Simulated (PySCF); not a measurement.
# Working out the ionisation energy of Rh⁺

Rh⁺ [Kr] 4d8 (3F) → Rh²⁺ [Kr] 4d7 (4F). All numbers are calculated (PySCF 2.14, the spin-free X2C one-electron Hamiltonian (Gaussian nucleus), in x2c-TZVPPall with one added diffuse shell each of s, p, d, f type (9s7p7d3f1g, 95 functions)). Frozen: [Kr]. Energies in hartree (1 hartree = 27.21139 eV):

| part | Rh⁺ (lower) | Rh²⁺ (upper) |
| --- | --- | --- |
| UHF | -4780.957378 | -4780.363818 |
| CCSD correlation | -0.212964 | -0.157133 |
| (T) | -0.007070 | -0.003456 |

Q: What does Hartree-Fock give?

A: (-4780.363818) − (-4780.957378) = 0.593560 hartree = 16.152 eV.

Q: What do CCSD and CCSD(T) give?

A: The CCSD correlation energies differ by 0.055831 hartree = 1.519 eV and the triples by 0.003614 hartree = 0.098 eV, so CCSD gives 17.671 eV and CCSD(T) 17.769 eV.

A first-order spin-orbit estimate adds -0.022 eV to CCSD(T) (valence), giving 17.747 eV against 18.08 eV (semi-empirical (NIST evaluation); NIST Atomic Spectra Database, ionization energies).

What remains against the reference includes basis incompleteness, the frozen core and higher excitations.
